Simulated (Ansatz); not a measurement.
A nudged elastic band was laid between two geometries of Cl4H2NTa + H2 (10 atoms, charge 0, multiplicity 1).

All numbers below come from RKS PBE0-D4/def2-SVP (Ansatz 0.2.0).

```
movable images  : 9
climbing image  : yes
spring          : 5.0 eV/Å²
optimiser       : quadratic models (default)
start path      : through a guess of the saddle point
force threshold : 0.05 eV/Å
iteration limit : 41
end points      : relaxed
```

Image 0:

```xyz
10
Properties=species:S:1:pos:R:3
Ta -0.040 0.398 0.012
N 1.905 0.354 0.134
H 2.417 0.455 1.006
H 2.516 0.206 -0.664
Cl 0.010 0.722 2.323
Cl 0.283 0.051 -2.272
Cl -1.072 2.425 -0.344
Cl -1.233 -1.563 0.228
H 1.483 -3.106 0.715
H 2.220 -2.922 0.738
```

Image 10:

```xyz
10
Properties=species:S:1:pos:R:3
Ta -0.141 -0.405 0.165
N 2.188 -0.083 0.191
H 2.539 -0.146 1.148
H 2.453 0.832 -0.180
Cl 0.016 0.043 2.449
Cl 0.269 -1.324 -1.939
Cl 0.079 1.840 -0.521
Cl -2.317 -1.109 0.257
H 0.742 -1.828 0.665
H 2.662 -0.800 -0.360
```

(1) Which bonds break or form, and what moves?

(2) Give the energies along the band, and the barrier.

(3) What is the geometry of the highest image?

(4) What are the harmonic wavenumbers there?

The band took 17 iterations and roughly 40 core-minutes.

Results:

(1) Bonds broken: H9–H10. Bonds formed: Ta1–H9, N2–H10. Cl4H2NTa + H2 becomes Cl4H4NTa.

(2) The run converged. The highest image is number 6 of 0 to 10, 0.94 eV above the first end and 1.32 eV above the last; the last end lies 0.38 eV below the first. A vibrational analysis at the climbing image gives one clearly imaginary mode, 1295i cm⁻¹: a first-order saddle point. The orbitals stay closed-shell, which can raise the energy where a bond breaks towards radicals; this wasn't checked here.

```tsv
image	path coordinate (Å)	energy (eV)	H9–H10 (Å)	Ta1–H9 (Å)	N2–H10 (Å)
0	0.00	0.00	0.76	3.89	3.35
1	0.54	0.02	0.76	3.62	3.02
2	1.07	0.07	0.76	3.30	2.84
3	1.61	0.13	0.76	2.93	2.68
4	2.14	0.18	0.77	2.49	2.40
5	2.68	0.37	0.79	2.18	1.97
6	3.21	0.94	1.04	1.95	1.36
7	3.99	0.09	1.73	1.80	1.03
8	4.77	-0.29	2.07	1.76	1.02
9	5.55	-0.37	2.25	1.75	1.02
10	6.32	-0.38	2.41	1.75	1.02
```

(3) 
```xyz
10
Properties=species:S:1:pos:R:3:forces:R:3
Ta 0.074 -0.159 0.129 0.00 0.00 0.00
N 2.180 0.055 0.223 0.00 0.00 0.00
H 2.675 0.297 1.078 0.00 0.00 0.00
H 2.769 0.110 -0.604 0.00 0.00 0.00
Cl 0.324 -0.019 2.439 0.00 0.00 0.00
Cl 0.578 -0.523 -2.114 0.00 0.00 0.00
Cl -0.985 1.876 -0.156 0.00 0.00 0.00
Cl -1.805 -1.504 0.173 0.00 0.00 0.00
H 0.940 -1.885 0.369 0.00 0.00 0.00
H 1.741 -1.228 0.340 0.00 0.00 0.00
```

(4) 1295i, 80, 96, 107, 133, 148, 169, 263, 356, 374, 385, 389, 455, 554, 637, 649, 717, 1114, 1418, 1491, 1763, 1860, 3564, 3687 cm⁻¹.

The run took 9.9 min on 4 threads of Arm Neoverse V2, on a shared host, peak memory 0.48 GiB.
